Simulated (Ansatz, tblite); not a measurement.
Removing and adding an electron: BiMe2Cl (C₂H₆BiCl). Charge 0, multiplicity 1. Geometry: B3LYP-D4/def2-SVP. Ansatz, gas phase; energy differences of separate SCF runs; the oxidised species was run as a doublet alone; the reduced species was run as a doublet alone.

```xyz
10

Bi    0.729    1.219    0.009
C     0.104   -0.216   -1.662
H    -0.962   -0.063   -1.889
H     0.274   -1.238   -1.298
H     0.712   -0.029   -2.558
C    -0.717    0.247    1.496
H    -0.514    0.632    2.505
H    -0.550   -0.838    1.466
H    -1.751    0.484    1.202
Cl    2.676   -0.197    0.730
```

In the def2 sets Bi takes a core potential; there is no spin–orbit coupling. The xTB rows come from tblite.

Estimate orbital energies and vertical ionisation energies and electron affinities at: GFN1-xTB; GFN2-xTB; PBE-D4/def2-TZVP; PBE-D4/def2-TZVPD; r2SCAN-D4/def2-TZVP; r2SCAN-D4/def2-TZVPD; PBE0-D4/def2-TZVP; PBE0-D4/def2-TZVPD.


```
               level  −HOMO (eV)  vertical IE (eV)  −LUMO (eV)  vertical EA (eV)  HOMO–LUMO gap (eV)  IE − EA (eV)                       remarks
            GFN1-xTB       11.28             13.92        6.05              3.21                5.23         10.71                             –
            GFN2-xTB       10.54             13.31        5.55              2.58                4.99         10.74                             –
    PBE-D4/def2-TZVP        6.13              8.85        2.27                 –                3.86             –                             –
   PBE-D4/def2-TZVPD        6.18                 –        2.37              0.14                3.81             –  HOMO above zero (-1 doublet)
 r2SCAN-D4/def2-TZVP        6.38              8.95        2.07                 –                4.31             –                             –
r2SCAN-D4/def2-TZVPD        6.40                 –        2.14              0.12                4.26             –  HOMO above zero (-1 doublet)
   PBE0-D4/def2-TZVP        7.19              9.08        1.52                 –                5.68             –                             –
  PBE0-D4/def2-TZVPD        7.22                 –        1.63              0.13                5.60             –  HOMO above zero (-1 doublet)
```

   A HOMO above zero means that the electron is unbound at that level or that self-interaction error raises the level; the energy of removing that electron tells which. Raw xTB energy differences between charge states are shifted by several eV; the methods need an empirical correction for them.
